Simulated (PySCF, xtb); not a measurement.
neopentasilane (H₁₂Si₅), SMILES [SiH3][Si]([SiH3])([SiH3])[SiH3].

Harmonic wavenumbers (cm⁻¹) from xtb with GFN2-xTB at its own minimum, in rising order: 38, 43, 44, 53, 78, 78, 102, 103, 103, 305, 376, 377, 377, 388, 388, 388, 398, 399, 482, 482, 483, 752, 752, 753, 813, 814, 814, 814, 822, 822, 834, 834, 834, 2220, 2221, 2222, 2226, 2226, 2229, 2230, 2231, 2236, 2242, 2243, 2244.

Question: What does PBE0-D3(BJ)/def2-SVP (PySCF) give at its own minimum? (The exact figures need the calculation; the answer reports its results.)

Answer: 81, 81, 85, 88, 88, 88, 94, 94, 94, 307, 440, 440, 441, 463, 463, 463, 561, 561, 577, 577, 577, 848, 848, 848, 901, 928, 928, 928, 932, 932, 936, 936, 936, 2214, 2214, 2214, 2220, 2227, 2227, 2227, 2228, 2228, 2231, 2231, 2231. Paired by order, the mean absolute difference is 57 cm⁻¹ and the zero-point energies are 59.9 and 63.3 kcal/mol.
